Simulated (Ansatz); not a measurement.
Two isomers of CH4BrNOSi: A = `N=C[SiH](O)Br`, B = `C=N[SiH](O)Br`.

Gas-phase electronic energies from Ansatz, PBE0-D4/def2-TZVP geometries. CCSD(T)/CBS adds triple-zeta CCSD(T) − MP2 to the extrapolated MP2 energy (def2 sets, frozen cores). Functionals use def2-TZVPP. B3LYP here is the variant with VWN-RPA as its local correlation; programs differ in this. For Br outer-core shells are correlated without core-valence functions, which leaves a few kJ/mol of doubt a bond. Scalar relativity is left out up to krypton. Each species was taken in one conformer, which may not be the lowest.

Q: Which is lower in electronic energy at CCSD(T)/CBS, and by how much? (Estimate.)

A: The calculation gave: B, by 57.4 kJ/mol.

Q: Give E(B) − E(A) in kJ/mol with CCSD(T)/def2-TZVPP, MP2/def2-TZVPP, B3LYP-D4, ωB97M-V, PBE0-D4, CCSD/def2-TZVPP, PBE-D4. (Estimate.)

A: Computed: CCSD(T)/def2-TZVPP -56.8, MP2/def2-TZVPP -61.5, B3LYP-D4 -58.3, ωB97M-V -57.5, PBE0-D4 -53.9, CCSD/def2-TZVPP -58.5, PBE-D4 -49.6. None reverses the order clearly.

Largest T1 diagnostic: 0.011.

In def2-TZVPP, CCSD(T) changes the Hartree–Fock value by +13.4 kJ/mol (the triples alone add +1.7 kJ/mol) and MP2 by +8.7 kJ/mol. From PBE to PBE0 (25 % exact exchange), in def2-TZVPP and without D4, E(B) − E(A) moves by −4.3 kJ/mol.
